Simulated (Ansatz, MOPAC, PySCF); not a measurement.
System: methylsilylboronic acid, CH7BO2Si, net charge 0, singlet state. SMILES: OB([SiH2]C)O
Geometry from a B3LYP-D3(BJ)/def2-TZVP (Ansatz, a first-principles code) optimisation:
```
Si
H 1 1.4863
H 1 1.4863 2 107.24
C 1 1.8886 2 109.17 3 -118.15
H 4 1.0911 1 111.28 2 58.47
H 4 1.0928 5 107.45 1 -121.93
H 4 1.0928 5 107.45 6 -116.15
B 1 2.0350 2 110.24 3 120.03
O 8 1.3612 1 119.04 2 -59.10
H 9 0.9670 8 112.88 1 180.00
O 8 1.3731 9 117.44 10 0.00
H 11 0.9610 8 114.50 9 -180.00
```

Property: enthalpy of formation at 298 K, in kcal/mol. Terms: open shells spin-unrestricted; six Cartesian d functions in 6-31G* and its kin unless marked 5d; non-relativistic; dispersion terms only where a functional's name holds one; LANL2DZ with its own core potentials from Na on; spin-orbit terms left out; 6-311+G** with 5d, 6d on Na to Ar in Ansatz; valence correlation only. CBS(X,Y): correlation extrapolated as X^-3; Hartree-Fock from the larger set. First-principles rows: single points at B3LYP-D3(BJ) geometries (Ansatz), with unscaled harmonic terms from B3LYP/6-31G* (Ansatz) at its own minima, enthalpies of formation by atomisation with measured atoms. Semi-empirical rows: MOPAC heats of formation at their own minima for 298 K.

Coupled cluster (Ansatz) is a level with limits of its own, used here on species with T1 under 0.025 (0.045 for open shells) and stable references: CCSD(T)/CBS(aug-cc-pV(T+d)Z,aug-cc-pV(Q+d)Z).

Value to compare with, CCSD(T)/CBS(aug-cc-pV(T+d)Z,aug-cc-pV(Q+d)Z) (Ansatz): -152.4 kcal/mol.

| level | program | enthalpy of formation at 298 K (kcal/mol) | difference |
|---|---|---|---|
| AM1 | MOPAC | -171.1 | -18.7 |
| HF/6-311+G** | Ansatz | 137.3 | 289.7 |
| PBE/3-21G | Ansatz | -134.1 | 18.3 |
| PBE/6-311+G** | Ansatz | -152.7 | -0.3 |
| BP86/def2-SVP | PySCF | -176.9 | -24.5 |
| BP86/6-31G* (5d) | PySCF | -165.5 | -13.1 |
| B3LYP/6-31G* | Ansatz | -132.5 | 19.9 |
| B3LYP/6-31+G* | Ansatz | -127.8 | 24.6 |
| B3LYP/def2-SVP | Ansatz | -145.9 | 6.5 |
| MP2/LANL2DZ | Ansatz | 26.7 | 179.1 |
| PBE/def2-TZVPD | Ansatz | -159.6 | -7.2 |

Among the 10 habitual levels, HF/6-311+G** lies farthest from CCSD(T)/CBS(aug-cc-pV(T+d)Z,aug-cc-pV(Q+d)Z) (Ansatz) (289.7 kcal/mol) and PBE/6-311+G** nearest (-0.3); 6 of 10 lie above it, and their mean absolute difference is 59.5 kcal/mol, the median 19.3. One case shows no general order.

The levels are drawn from those run, B3LYP/6-31G* more often than the rest, none by its result; left out are runs that failed, that the program found above a lower state of the same kind, or whose <S^2> lies over 0.5 above the pure value.
